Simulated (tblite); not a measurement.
C4H14AlAs.
Geometry (GFN2-xTB, Å), atoms numbered from 1 in this order:
```xyz
20
C4H14AlAs angstrom
C      3.658    0.156   -0.445
Al     2.036    0.073    0.702
As     0.117   -0.180   -1.074
C     -1.255   -0.034    0.343
C     -2.328   -1.110    0.247
C     -1.859    1.366    0.297
H      4.605    0.232    0.102
H      3.638    1.013   -1.132
H      3.746   -0.740   -1.077
H      1.389    1.316    1.404
H      1.551   -1.299    1.307
H     -0.825    0.014   -2.238
H      0.045   -1.663   -1.242
H     -0.711   -0.147    1.294
H     -3.069   -0.990    1.037
H     -1.885   -2.102    0.342
H     -2.841   -1.051   -0.715
H     -1.069    2.117    0.376
H     -2.561    1.520    1.116
H     -2.388    1.520   -0.647
```

Level: GFN2-xTB in tblite, geometry and Hessian alike; calculated harmonic values, unscaled, isolated species. Against measured fundamentals such values can be off by several per cent, at times by over 20. Modes of hydrogen on aluminium and arsenic can be 10 to 20 % off. One conformer, not necessarily the lowest. The optimisation stopped once no atom felt more than 0.01 eV/Å.

Lowest wavenumbers of the output (negative numbers stand for imaginary wavenumbers):
```
mode    cm-1
  1     -25.7
  2      36.6
  3      61.5
  4      82.1
  5      90.7
  6     161.3
  7     188.8
  8     229.2
  9     240.1
 10     243.0
 11     281.1
 12     286.2
 13     385.5
 14     424.2
 15     449.9
```

Q: Is this structure a minimum?

A: Not by this Hessian. 1 mode is imaginary beyond 20i (26i cm⁻¹), so at this level the point lies at or near a first-order saddle. The curvature is small, so loose convergence or finite differences may be the whole cause.

Q: Which atoms move in the imaginary mode?

A: 26i: H9 (methyl hydrogen) 35 %, H7 (methyl hydrogen) 32 %, H8 (methyl hydrogen) 26 %. These are shares of the mass-weighted motion.

Q: What is the remedy?

A: Step along that mode in both directions, optimise again with tighter thresholds and repeat the frequencies. The zero-point energy of this point (95.8 kcal/mol) counts the 53 real modes alone, and thermal corrections from it aren't those of a minimum.

On one thread, Arm Neoverse V1 (aarch64), no GPU, shared host with 64 logical CPUs at a one-minute load of 61, this took 0.84 s. The figure is for the frequency step alone.
